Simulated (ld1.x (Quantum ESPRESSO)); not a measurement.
**Configuration tests for calcium (TM)**

ld1.x (Quantum ESPRESSO) 7.5 input, shortened:

```
&input
   title='Ca', zed=20., rel=1, dft='PZ', iswitch=3,
   config='[Ar] 3d1 4s1 4p0 4f-2'
 /
 &inputp
   pseudotype=2, tm=.true., lloc=0,
   nlcc=.false.
 /
4
4P  2  1   0.00   0.00  4.20  4.20  0.0
3D  3  2   1.00   0.00  2.80  2.80  0.0
4F  4  3  -2.00   0.40  3.65  3.65  0.0
4S  1  0   1.00   0.00  2.50  2.50  0.0
 &test
   configts(1)='3d1 4s1 4p0'
 /
```

Energies are relative to the spin-unpolarised reference configuration 3d1 4s1 4p0; without spin polarisation the order of configurations can differ from experiment. Spin-polarised rows fill each open shell by Hund’s rule, majority spin first.

| valence configuration | charge | ΔE all-electron (eV) | error AE − PS (meV) |
| --- | --- | --- | --- |
| 3d0 4s2 4p0 | 0 | -2.242 | +259 |
| 3d0 4s1.5 4p0 | +0.5 | 0.325 | +276 |
| 3d0 4s0 4p2 | 0 | 2.875 | +354 |
| 3d1 4s0 4p0 | +1 | 5.557 | +55 |
| 3d0.5 4s1.5 4p0 | 0 | -1.220 | +36 |
| 3d0 4s0 4p1 | +1 | 7.343 | +425 |
| 3d1 4s1 4p0 (spin-polarised) | 0 | -0.421 | +369 |

What are ΔE and the potential's error for 3d0 4s1 4p0?

ΔE = 4.221 eV all-electron; the error (AE − PS) is +324 meV.

What are ΔE and the potential's error for 3d0 4s1 4p0 (spin-polarised)?

ΔE = 4.013 eV all-electron; the error (AE − PS) is +401 meV.

These tests converged, but a pseudo level misses the all-electron one widely, so the file describes the atom poorly there or has found another state: 3d0 4s0 4p1: empty 3d by 2.0 eV.
